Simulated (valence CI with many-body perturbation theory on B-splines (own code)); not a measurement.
Hyperfine factors and g values of Nb³⁴⁺

Calculated by configuration interaction combined with many-body perturbation theory (CI+MBPT): five valence electrons over a frozen Dirac-Fock core [He], radial functions for each j: 11 s, 11 p, 10 d, 8 f, 5 g, 2 h, with the one-electron correlation potential Σ1 (screened to all orders), the two-electron term Σ2, the three-electron term Σ3, Breit, model QED; selected single and double excitations, second order for the rest, scaled by the run's own slope (own B-spline code, finite nucleus).

No measured spectrum was set against this ion. As an estimate, large intervals hold to a few tenths of a per cent, small ones and those within an open d or f shell to about a per cent. Among the levels kept, up to 10000 cm⁻¹ of a level comes from second order outside the variational space, and about a tenth of that is noise between levels of different J, which matters for small intervals.

A/g_I is the dipole constant over the nuclear g factor μ/I (μ in nuclear magnetons, uniformly magnetised nucleus), B/Q the quadrupole constant per barn. Both hold the static response of the core; the bare values leave it out. Large factors of s and p1/2 electrons are usually good to 5 to 10 %; those of open d and f shells near neutrality can be off by tens of per cent, and small factors of p3/2, d and f electrons come from cancelling terms and can be off by a factor of two or in sign, in half-filled shells by more. B is blank for J = 1/2, where it vanishes, and for nearly pure S terms. Energies count from the lowest level.

Levels are named by their leading jj configuration (3d3/2^4 stands for four electrons in 3d with j = 3/2), which in mixed levels can hold well under half, so a name can repeat and another be missing. Letters in brackets count levels of one name in rising energy.

| Level | E (× 10³ cm⁻¹) | g | A/g_I (MHz) | A/g_I bare | B/Q (MHz/b) | B/Q bare |
| --- | --- | --- | --- | --- | --- | --- |
| (2s^2 2p1/2^2 2p3/2) J=3/2 | 0.00 | 1.453 | 105000 | 111000 | 182000 | 182000 |
| (2s^2 2p1/2 2p3/2^2) J=3/2 | 709.81 | 1.394 | 13800 | 19400 | 70300 | 70500 |
| (2s^2 2p1/2 2p3/2^2) J=5/2 | 833.67 | 1.190 | 242000 | 244000 | -1190 | -1190 |
| (2s^2 2p1/2 2p3/2^2) J=1/2 | 997.14 | 0.652 | 718000 | 712000 |  |  |
| (2s^2 2p3/2^3) J=3/2 | 1708.4 | 1.259 | 130000 | 133000 | -254000 | -254000 |
| (2s 2p1/2^2 2p3/2^2) J=5/2 | 1916.3 | 1.524 | 540000 | 539000 | 123000 | 123000 |
| (2s 2p1/2^2 2p3/2^2) J=1/2 | 2272.6 | 2.295 | 1970000 | 1950000 |  |  |
| (2s 2p1/2^2 2p3/2^2) J=3/2 | 2276.7 | 1.344 | -143000 | -130000 | -129000 | -130000 |
| (2s 2p1/2 2p3/2^3) J=3/2 [a] | 2788.7 | 1.359 | 377000 | 375000 | -181000 | -182000 |
| (2s 2p1/2 2p3/2^3) J=5/2 | 2964.5 | 1.256 | 670000 | 663000 | -352000 | -353000 |
| (2s 2p1/2 2p3/2^3) J=1/2 | 3147.8 | 1.509 | -276000 | -260000 |  |  |
| (2s 2p1/2 2p3/2^3) J=3/2 [b] | 3243.0 | 1.135 | 58100 | 66100 | 34500 | 34600 |
| (2s 2p3/2^4) J=1/2 | 4001.4 | 1.501 | 2010000 | 1970000 |  |  |
| (2p1/2^2 2p3/2^3) J=3/2 | 4584.8 | 1.324 | 114000 | 121000 | -225000 | -226000 |
| (2p1/2 2p3/2^4) J=1/2 | 5404.5 | 0.652 | 720000 | 710000 |  |  |
| (2s^2 2p1/2^2 3s) J=1/2 | 20290 | 2.064 | 616000 | 608000 |  |  |
| (2s^2 2p1/2^2 3p1/2) J=1/2 | 20657 | 0.666 | 199000 | 197000 |  |  |
| (2s^2 2p1/2^2 3p3/2) J=3/2 | 20939 | 1.340 | 34700 | 36300 | 53800 | 53900 |
| (2s^2 2p1/2 2p3/2 3s) J=3/2 [a] | 21014 | 1.681 | 169000 | 172000 | 149000 | 149000 |
| (2s^2 2p1/2 2p3/2 3s) J=1/2 | 21058 | 1.271 | -234000 | -222000 |  |  |
| (2s^2 2p1/2 2p3/2 3s) J=5/2 | 21114 | 1.370 | 337000 | 337000 | 146000 | 146000 |
| (2s^2 2p1/2 2p3/2 3s) J=3/2 [b] | 21147 | 1.017 | 222000 | 225000 | 97000 | 97200 |
| (2s^2 2p1/2^2 3d3/2) J=3/2 | 21323 | 0.774 | 21400 | 21100 | 6930 | 7080 |
| (2s^2 2p1/2 2p3/2 3p1/2) J=1/2 | 21379 | 1.669 | -98400 | -88800 |  |  |
| (2s^2 2p1/2 2p3/2 3p1/2) J=3/2 [a] | 21416 | 1.152 | 164000 | 167000 | 25100 | 25100 |
| (2s^2 2p1/2^2 3d5/2) J=5/2 | 21438 | 1.200 | 8060 | 8190 | -2990 | -2810 |
| (2s^2 2p1/2 2p3/2 3p1/2) J=5/2 | 21489 | 1.126 | 255000 | 256000 | 139000 | 140000 |
| (2s^2 2p1/2 2p3/2 3p1/2) J=3/2 [b] | 21617 | 1.417 | 167000 | 171000 | 163000 | 164000 |
| (2s^2 2p1/2 2p3/2 3p3/2) J=5/2 [a] | 21622 | 1.428 | 5060 | 8930 | 240000 | 240000 |
| (2s^2 2p1/2 2p3/2 3p3/2) J=1/2 [a] | 21649 | 1.758 | -168000 | -162000 |  |  |
| (2s^2 2p1/2 2p3/2 3p3/2) J=3/2 [a] | 21687 | 1.221 | 209000 | 209000 | -124000 | -125000 |
| (2s^2 2p1/2 2p3/2 3p3/2) J=7/2 | 21727 | 1.267 | 167000 | 169000 | 204000 | 205000 |
| (2s^2 2p1/2 2p3/2 3p3/2) J=3/2 [b] | 21767 | 1.348 | 67800 | 71700 | 52900 | 53000 |
| (2s^2 2p1/2 2p3/2 3p3/2) J=5/2 [b] | 21824 | 1.187 | 216000 | 217000 | 21300 | 21400 |
| (2s^2 2p1/2 2p3/2 3p3/2) J=1/2 [b] | 21901 | 0.699 | 710000 | 706000 |  |  |
| (2s^2 2p3/2^2 3s) J=5/2 | 21918 | 1.411 | 229000 | 231000 | 84900 | 85100 |
| (2s^2 2p3/2^2 3s) J=3/2 | 21958 | 1.138 | 31300 | 37500 | 32000 | 32100 |
| (2s 2p1/2^2 2p3/2 3s) J=5/2 | 22016 | 1.784 | 595000 | 593000 | 126000 | 127000 |
| (2s^2 2p1/2 2p3/2 3d3/2) J=3/2 [a] | 22054 | 0.941 | 47300 | 48600 | -112000 | -112000 |
| (2s^2 2p1/2 2p3/2 3d3/2) J=5/2 [a] | 22067 | 0.985 | 115000 | 117000 | -38300 | -38300 |

Take the isotope of mass number 93, with I = 9/2, μ = 6.163 μN and Q = -0.32 b. What is the hyperfine structure of (2s 2p1/2^2 2p3/2^2) J=3/2?

From the table A = -196000 MHz, B = 41400 MHz. Shifts from the centre of gravity in MHz: F = 3: 1640000, F = 4: 824000, F = 5: -164000, F = 6: -1310000.
